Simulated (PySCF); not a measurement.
C₃H₁₂O₂Si₃: full NMR table

| Quantity | Value |
| --- | --- |
| Formula | C3H12O2Si3 |
| SMILES | C[SiH2]CC(=O)O[SiH2][SiH3] |
| InChI | InChI=1S/C3H12O2Si3/c1-7-2-3(4)5-8-6/h2,7-8H2,1,6H3 |
| Point group of the computed structure | C1 |
| Degrees of unsaturation | 1 |
| Carbon signals | 3 |
| Proton signals | 5 |

Mapped SMILES: `[CH3:1][SiH2:2][CH2:3][C:4](=[O:5])[O:6][SiH2:7][SiH3:8]`; H(Xn) means a hydrogen on atom n.

PySCF 2.14 calculation with geometry: GFN2-xTB and GIAO PBE0/pcSseg-1 shieldings; no relativistic terms, averaged over atoms made equivalent by symmetry, fast rotation or ring inversion, one conformer, no solvent model.

Chemical shifts δ = σref − σ; ¹H (31.72 ppm), ¹³C (186.93 ppm), ²⁹Si (349.16 ppm) vs TMS; ¹⁷O (336.08 ppm) against H2O, all at this level.

| carbon | δC, type | δH (multiplicity) | HMBC from (2–3 bonds) | span of the C tensor (ppm) |
| --- | --- | --- | --- | --- |
| C1 | -7.1, CH3 | 0.24 (t) | H(Si2), H(C3) | 10 |
| C3 | 25.6, CH2 | 2.03 (t) | H(Si2), H(C1) | 48 |
| C4 | 182.3, C | – | H(Si7), H(Si2), H(C3) | 169 |

Other nuclei:
| atoms | nucleus | environment | δ (ppm) | σ (ppm) |
| --- | --- | --- | --- | --- |
| H(Si7) | ¹H | hydrogen on a silicon bonded to O, Si | 5.05 | 26.67 |
| H(Si2) | ¹H | hydrogen on a silicon bonded to 2 C | 4.39 | 27.32 |
| H(Si8) | ¹H | hydrogen on a silicon bonded to Si | 3.82 | 27.89 |
| Si7 | ²⁹Si | silicon bonded to O, Si, 2 H | -28.2 | 377.4 |
| Si2 | ²⁹Si | silicon bonded to 2 C, 2 H | -37.4 | 386.5 |
| Si8 | ²⁹Si | silicon bonded to Si, 3 H | -121.0 | 470.1 |
| O5 | ¹⁷O | carbonyl oxygen | 426.3 | -90.2 |
| O6 | ¹⁷O | oxygen bonded to C, Si | 189.9 | 146.2 |

1. Carbon types of the structure: 1 × C, 1 × CH2, 1 × CH3, leaving 7 H on heteroatoms.
2. δC 182.3: carbonyl carbon.
3. δC 25.6: sp3 CH2 bonded to Si, α to a carbonyl; the adjacent C=O deshields it moderately.
4. δC -7.1: methyl carbon bonded to Si; an electropositive neighbour leaves it electron-rich and shielded.
5. δH 2.03: hydrogen on an sp3 CH2 bonded to Si, α to a carbonyl; α to C=O.
6. δH 0.24: hydrogen on a methyl carbon bonded to Si; an electropositive neighbour shields it, as in TMS itself.

Shifts are as computed. Against solution values, carbons near 30 ppm lie about +3 ppm off and those near 130 ppm about +5 ppm. Of 1211 compounds with measured shifts, 218 miss one by over three times the rms of a fit or turn the order of signals round; such compounds aren't used in these exercises. Unscaled 17O shifts of doubly bonded oxygen tend to come out too high, by tens of ppm or more. Experimental scales use liquid or dissolved standards, which lie at an offset from isolated H2O (liquid H2O: subtract about 36 ppm). No couplings were computed; multiplicities are counted from neighbouring protons, with m where these are inequivalent, close in shift, in a saturated or five-membered ring or joined by F or P, and br s for small geminal =CH2 splittings.
